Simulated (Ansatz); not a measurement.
Reaction (cleavage of the Zn–Si bond): `N[CH2][Zn][SiH3]` + `BS` → `B[S][Zn][CH2]N` + SiH₄

Gas-phase electronic energies from Ansatz, PBE0-D4/def2-TZVP geometries. CBS: MP2 limit from def2 TZ/QZ plus the TZ coupled-cluster correction, frozen cores. This one scheme is used for every species. Functionals use def2-TZVPP. For Zn outer-core shells are correlated without core-valence functions, which leaves a few kJ/mol of doubt a bond. Scalar relativity is left out up to krypton. One conformer a species, not always the lowest.

| level | ΔE (kJ/mol) |
| --- | --- |
| revPBE-D4 | -66.0 |
| B2PLYP | -75.6 |

**Question.** What does CCSD(T)/CBS give? (Best estimate.)

**Answer.** Ansatz gave: -79.1 kJ/mol. The listed levels differ from it by 13.1, 3.5 kJ/mol.

Largest T1 diagnostic among the species: 0.016.

From PBE to PBE0 (25 % exact exchange), in def2-TZVPP and without D4, ΔE moves by −4.6 kJ/mol. At CCSD(T), def2-SVP lies +3.1 kJ/mol from the extrapolated value and def2-TZVPP +1.9 kJ/mol.
